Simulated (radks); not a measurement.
All-electron atom: Sc8+ in [He] 2s2 2p5.5 3s2 3p1 4s0.5 (fractional occupations, a model configuration). All-electron calculation, scalar-relativistic Kohn-Sham, XLYP, spin-polarised, spherical densities, finite nucleus; open shells are filled with parallel spins first; Fermi nuclear charge, rms radius 3.5459 fm. Program: a radial shooting solver on a logarithmic mesh with Libxc functionals.

X-ray form factor f0, the Fourier transform of the density (f0(0) = 13):

sin(theta)/lambda (1/angstrom)  f0 (electrons)
0.05                                    12.894
0.1                                     12.592
0.15                                    12.142
0.2                                     11.603
0.25                                    11.025
0.3                                     10.448
0.4                                      9.364
0.5                                      8.406
0.6                                      7.580
0.8                                      6.275
1                                        5.252
1.25                                     4.147
1.5                                      3.226
2                                        2.050
